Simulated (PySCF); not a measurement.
**[Nb(NH3)4]3+: bond length scan**

[Nb(NH3)4]3+: Nb(III) (d2), charge +3. The structure is a model geometry with rigid ligands and bond lengths from ionic radii, not a minimum; coordination tetrahedral, point group Td, metal–donor distances 2.03 Å.

The d shell alone is too small an active space for [Nb(NH3)4]3+ (an active orbital has only 0.64 squared overlap with the free ion's shell): its levels, fitted parameters, g values and moments show what this model gives and aren't sound predictions.

```
17

Nb    0.0000    0.0000    0.0000
N     1.1720    1.1720    1.1720
H     1.0127    1.0127    2.1668
H     2.1668    1.0127    1.0127
H     1.0127    2.1668    1.0127
N    -1.1720   -1.1720    1.1720
H    -1.0127   -1.0127    2.1668
H    -2.1668   -1.0127    1.0127
H    -1.0127   -2.1668    1.0127
N    -1.1720    1.1720   -1.1720
H    -1.0127    1.0127   -2.1668
H    -2.1668    1.0127   -1.0127
H    -1.0127    2.1668   -1.0127
N     1.1720   -1.1720   -1.1720
H     1.0127   -1.0127   -2.1668
H     2.1668   -1.0127   -1.0127
H     1.0127   -2.1668   -1.0127
```

Method (PySCF 2.14, density fitting): CASSCF(2,5) with orbitals averaged over all microstates of the shell, strongly contracted NEVPT2 on the averaged canonical orbitals; basis x2c-TZVPall on the metal, x2c-SVPall elsewhere; spin-free X2C; gas phase; spin-orbit coupling by state interaction with the mean-field operator over all roots.

All metal–ligand distances are scaled together.

```
bond length  group  ground  next state (NEVPT2) / cm⁻¹  orbital energies above the lowest (CASSCF fit) / cm⁻¹  D / cm⁻¹  μeff(300 K) / μB
    1.868 Å     Td     3A2                     1E 7899                                  0 0 16616 16616 16616      0.00              2.77
    1.949 Å     Td     3A2                     1E 8202                                  0 0 15271 15271 15271      0.00              2.75
    2.030 Å     Td       ?                           ?                                                      ?         ?                 ?
    2.111 Å     Td     3A2                     1E 8650                                  0 0 12554 12554 12554      0.00              2.71
    2.192 Å     Td     3A2                     1E 8818                                  0 0 11248 11248 11248      0.00              2.69
```

Task: Fill in the row at 2.030 Å.

Result: ground: 3A2; next state (NEVPT2) / cm⁻¹: 1E 8447; orbital energies above the lowest (CASSCF fit) / cm⁻¹: 0 0 13906 13906 13906; D / cm⁻¹: 0.00; μeff(300 K) / μB: 2.73.

The geometry is a model, and the complex may not exist in this form. NEVPT2 on the d shell alone tends to put d–d bands too high for such charged or covalently bound ions.
